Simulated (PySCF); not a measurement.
Vertical excitations of a molecule C4H6F2 from TDA-PBE0/def2-SVPD (PySCF 2.14.0), as energy in eV (oscillator strength): 7.32 (0.119), 7.63 (0.038), 7.80 (0.346), 8.18 (0.027), 8.41 (0.053), 8.57 (0.005), 8.91 (0.006), 9.14 (0.059), 9.19 (0.028), 9.41 (0.012). Lowest triplet (TDA): 4.25 eV. Geometry optimised at PBE0-D3(BJ)/def2-SVP. The values are those of a single conformer.

**Question.** Which molecule gave these data?
(A) C=CC(C)(F)F
(B) C[C@@]1(F)C[C@@H]1F
(C) FC1(F)CCC1
(D) C=C(C)C(F)F

**Answer.** D, C=C(C)C(F)F
